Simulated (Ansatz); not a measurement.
Calculated with Ansatz (gas phase, PBE0-D4/def2-TZVP geometries, no zero-point term in ΔE). CBS: MP2 limit from def2 TZ/QZ plus the TZ coupled-cluster correction, frozen cores. This one scheme is used for every species. Functionals use def2-TZVPP. HSE06 is defined as in plane-wave codes. def2 core potentials past Kr. For Sn outer-core shells are correlated without core-valence functions, which leaves a few kJ/mol of doubt a bond. Each species was taken in one conformer, which may not be the lowest.

Reaction (ligand exchange at the Sn–C bond): `C[CH2][Sn][OH]` + HCl → `[OH][Sn][Cl]` + ethane

```csv
level,ΔE (kJ/mol)
r2SCAN-D4,-182.5
HSE06,-180.8
MP2/def2-QZVPP,-174.3
CCSD/def2-QZVPP,-174.0
```

What does CCSD(T)/CBS give? (Best estimate.)

Ansatz gave: -173.1 kJ/mol. The listed levels differ from it by -9.4, -7.7, -1.2, -0.9 kJ/mol.

Largest T1 diagnostic among the species: 0.017.

At CCSD(T), def2-SVP lies +7.0 kJ/mol from the extrapolated value and def2-TZVPP +8.1 kJ/mol. The D4 term adds +7.6 kJ/mol with B3LYP and +4.2 kJ/mol with PBE0; it sums over pairs of atoms, weighted by their polarisabilities, and B3LYP, whose exchange is more repulsive, gets the larger term.

B3LYP here is the variant with VWN-RPA as its local correlation; programs differ in this.
